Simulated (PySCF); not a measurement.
HfCl2I2, SMILES [Cl][Hf]([Cl])([I])[I], multiplicity 1.

Geometry: PBE0-D3(BJ)/def2-SVP. The spin state was assumed, not searched. The structure was generated by enumeration; whether it is a known compound was not checked. The def2 effective core potentials stand for the cores of Hf, I; spin–orbit coupling is left out.

Level of theory: PBE0-D3(BJ)/def2-SVP (PySCF).

Frequencies are harmonic and unscaled.

Problem. Estimate the vibrational spectrum. (Estimate from the structure and the level; the computed values follow.)

Solution. 
```tsv
mode	ν (cm⁻¹)	IR (km/mol)	moving atoms (share of kinetic energy)
1	50	0.1	I 77 %, Hf 17 %
2	69	0.7	Cl 45 %, Hf 34 %, I 21 %
3	75	0.0	Cl 83 %, I 17 %
4	80	0.8	Cl 70 %, I 23 %
5	92	1.0	Cl 88 %
6	196	9.9	I 65 %, Hf 29 %
7	222	40.6	Hf 54 %, I 45 %
8	388	53.1	Cl 87 %, Hf 13 %
9	397	68.1	Cl 77 %, Hf 23 %
```
